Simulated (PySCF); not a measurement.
Gas-phase reaction: 2 SnCl₃ + 6 F → 2 SnF₃ + 3 Cl₂

Energies from PySCF, thermal terms from the rigid-rotor harmonic-oscillator model, ideal gas at 1 bar. † marks an energy on the PBE0/def2-TZVP geometry and frequencies. MP2 freezes the core. Open shells (unrestricted): SnCl₃ (multiplicity 2), F (multiplicity 2, electronic degeneracy 6), SnF₃ (multiplicity 2); the rest are closed-shell singlets. Spin-orbit splitting is ignored; it lowers the true energy and changes the entropy of F. B3LYP is the form with VWN-RPA correlation. Sn: scalar-relativistic def2 core potential, no spin-orbit coupling. SnCl₃, SnF₃: computed as isolated molecules; such fragments, hydroxides, amides, oligomers or adducts are transient or little studied in the gas. MP2 isn't extrapolated to the basis-set limit; its ΔH°(298 K) is -1200.8 kJ in def2-SVP and -1381.0 kJ in def2-TZVPP. The harmonic model lacks anharmonicity and excited electronic states, which grow with temperature; levels with a mode under 35 cm⁻¹ are left out. Soft modes under 120 cm⁻¹ make the harmonic entropy rough for SnCl₃.

```json
[
 {"level": "B3LYP/def2-TZVP†", "ΔE electronic, kJ": "-1328", "ΔH°(298 K), kJ": "-1321", "ΔS°(298 K), J/K": "-365", "ΔG°(1400 K), kJ": "-782"},
 {"level": "M06-2X/def2-TZVP†", "ΔE electronic, kJ": "-1332", "ΔH°(298 K), kJ": "-1325", "ΔS°(298 K), J/K": "-365", "ΔG°(1400 K), kJ": "-786"},
 {"level": "MP2/def2-SVP†", "ΔE electronic, kJ": "-1208", "ΔH°(298 K), kJ": "-1201", "ΔS°(298 K), J/K": "-365", "ΔG°(1400 K), kJ": "-662"},
 {"level": "PBE0/def2-QZVP†", "ΔE electronic, kJ": "-1308", "ΔH°(298 K), kJ": "-1300", "ΔS°(298 K), J/K": "-365", "ΔG°(1400 K), kJ": "-761"},
 {"level": "r2SCAN/def2-TZVP†", "ΔE electronic, kJ": "-1325", "ΔH°(298 K), kJ": "-1318", "ΔS°(298 K), J/K": "-365", "ΔG°(1400 K), kJ": "-779"}
]
```
ΔH° is lowest at M06-2X/def2-TZVP† and highest at MP2/def2-SVP†. No reference value is set beside these.
